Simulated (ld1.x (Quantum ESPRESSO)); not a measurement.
# Configuration tests for nickel (Ni) (PAW)

* Element: nickel
* Generator: ld1.x (Quantum ESPRESSO) 7.5
* Type: PAW
* Functional: PBE
* Relativity: scalar-relativistic
* Frozen core: [Ar]
* Valence charge: 10
* Reference configuration: 3d8 4s2 4p0
* Partial waves: 4s (bound): rcut 1.90, rcutus 2.35 bohr; 4s channel at 3.2 Ry: rcut 1.90, rcutus 2.35 bohr; 4p (bound, empty): rcut 2.10, rcutus 2.45 bohr; 4p channel at 1.85 Ry: rcut 2.10, rcutus 2.45 bohr; 3d (bound): rcut 1.35, rcutus 1.85 bohr; 3d channel at 1.15 Ry: rcut 1.35, rcutus 1.85 bohr
* Local potential: all-electron potential smoothed inside 2.35 bohr (lloc = -1)
* Core correction: Bessel-smoothed model core inside 1.35 bohr
* Augmentation charge: GAUSS, radius 1.45 bohr

Energies are relative to the spin-unpolarised reference configuration 3d8 4s2 4p0; without spin polarisation the order of configurations can differ from experiment. Not all tests gave a result: 3 of 7 tests not solved or not reliable. Left out of the table: 3d7 4s0 4p0 (solver errors, printed error -678 eV); 3d6 4s0 4p0 (solver errors, printed error -539 eV); 3d9 4s0 4p0 (solver errors, printed error -948 eV).

(1) Give the all-electron excitation energy and the error of the potential for: 3d8 4s1 4p0; 3d8 4s0 4p0; 3d8 4s1.5 4p0; 3d7 4s2 4p0.

Levels in the configuration 3d8 4s1 4p0:

```tsv
level	all-electron (eV)	pseudo (eV)
3d	-17.924	-17.906
4s	-13.184	-13.189
```

Answers

(1)

| valence configuration | charge | ΔE all-electron (eV) | error AE − PS (meV) |
| --- | --- | --- | --- |
| 3d8 4s1 4p0 | +1 | 9.322 | -3.1 |
| 3d8 4s0 4p0 | +2 | 26.673 | -14 |
| 3d8 4s1.5 4p0 | +0.5 | 3.717 | -0.9 |
| 3d7 4s2 4p0 | +1 | 16.120 | -128 |
